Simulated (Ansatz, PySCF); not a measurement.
AlI₂ (SMILES [I][Al+][I]), charge +1, singlet, geometry from GFN2-xTB (such geometries of metal compounds can be far from the true shape) (core potentials on I), with bond 3-1 at 1.8 times its length. Base run: CASSCF(6,4)/def2-SVP run with PySCF.

The PySCF input:
```python
from pyscf import gto, scf, mcscf
import numpy

mol = gto.Mole()
mol.atom = '''
    Al    0.00000000    0.00000000    0.00000000
    I    -0.00000000   -0.00000000   -2.47380836
    I     0.00000000    0.00000000    4.45285505
'''
mol.basis = 'def2-svp'
mol.ecp = {'I': 'def2-svp'}
mol.charge = 1
mol.verbose = 4
mol.build()

mf = scf.RHF(mol)
mf.kernel()
mc = mcscf.CASSCF(mf, 4, 6)
mc.fix_spin_(ss=0.0)
mc.kernel()
occ = numpy.linalg.eigvalsh(mc.fcisolver.make_rdm1(mc.ci, mc.ncas, mc.nelecas))[::-1]
ss = mc.fcisolver.spin_square(mc.ci, mc.ncas, mc.nelecas)[0]
print('natural occupations', occ.round(4), ' <S^2>', round(ss, 4))
```

Programs used: Ansatz (a quantum-chemistry and plane-wave program), PySCF; a row that names a program was run with it.

Each row names what was changed in the base input (with any setting that the change needs).

```json
[
 {"change": "base", "ΔE vs base (kcal/mol)": "0.000", "natural occupations": "2.00 2.00 1.30 0.70", "<S^2> of the state": "0.00", "outcome": "converged"},
 {"change": "state_average = 2 states", "ΔE vs base (kcal/mol)": "7.32", "natural occupations": "-", "<S^2> of the state": "-", "outcome": "converged"},
 {"change": "start = MP2 natural orbitals", "ΔE vs base (kcal/mol)": "-0.127", "natural occupations": "2.00 2.00 1.31 0.69", "<S^2> of the state": "0.00", "outcome": "converged"},
 {"change": "orbitals = fixed (CASCI); correction = SC-NEVPT2", "ΔE vs base (kcal/mol)": "-173.6", "natural occupations": "2.00 2.00 1.38 0.62", "<S^2> of the state": "0.00", "outcome": "converged"},
 {"change": "code = ansatz; correction = SC-NEVPT2, all electrons", "ΔE vs base (kcal/mol)": "-178.0", "natural occupations": "-", "<S^2> of the state": "-", "outcome": "converged"},
 {"change": "active space = 8 electrons, 8 orbitals", "ΔE vs base (kcal/mol)": "-31.22", "natural occupations": "1.98 1.98 1.96 1.00 1.00 0.03 0.02 0.02", "<S^2> of the state": "0.00", "outcome": "converged"},
 {"change": "fix_spin_ = off", "ΔE vs base (kcal/mol)": "0.000", "natural occupations": "2.00 2.00 1.30 0.70", "<S^2> of the state": "0.00", "outcome": "converged"},
 {"change": "orbitals = fixed (CASCI)", "ΔE vs base (kcal/mol)": "9.19", "natural occupations": "2.00 2.00 1.38 0.62", "<S^2> of the state": "0.00", "outcome": "converged"},
 {"change": "conv_tol = 1e-5", "ΔE vs base (kcal/mol)": "0.000", "natural occupations": "2.00 2.00 1.30 0.70", "<S^2> of the state": "0.00", "outcome": "converged"},
 {"change": "correction = SC-NEVPT2", "ΔE vs base (kcal/mol)": "-172.9", "natural occupations": "2.00 2.00 1.30 0.70", "<S^2> of the state": "0.00", "outcome": "converged"},
 {"change": "active space = 4 electrons, 3 orbitals", "ΔE vs base (kcal/mol)": "-", "natural occupations": "-", "<S^2> of the state": "-", "outcome": "not converged"}
]
```

Active orbitals are taken around the Fermi level unless the row says otherwise; CASSCF can end in different local minima, and two programs can end on different orbitals. State-averaged rows give the lowest state.

Ansatz warned in this series: the state or the total is in doubt.
